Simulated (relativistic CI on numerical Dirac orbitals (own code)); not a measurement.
A reference radial Dirac CI calculation of Nb IV gave the lowest total energy -3812.93053 Ha in 55 SCF steps, from this input:

```
atom Nb  Z=41  charge=3  electrons=38
nucleus A=93  rms_radius_fm=4.3240
hamiltonian dirac-coulomb  breit=on  qed=on  c_scale=1
orbitals kli  potential=per-configuration
slater_scale 1
correlation none
mixing on
grid step=0.0125 r_max=50.3
scf mixing=0.4 start=green max_iterations=150 tolerance=2e-08 node_fill=0.05
configurations
  [Kr] 4d2
  [Kr] 4d 5s
  [Kr] 4d 5p
  [Kr] 4d 4f
  [Kr] 5s2
end
```

One setting was then changed (and the iteration limit cut to 55), and the output read:

```
error: configuration [Kr] 4d2 has 38 electrons, the ion has 36
end: refused
```

Question: Which setting was changed?
A. start potential
B. SCF tolerance
C. end of the grid
D. charge

Answer: D. The charge 5. This setting is bad on purpose; its numbers may not be properties of the ion.
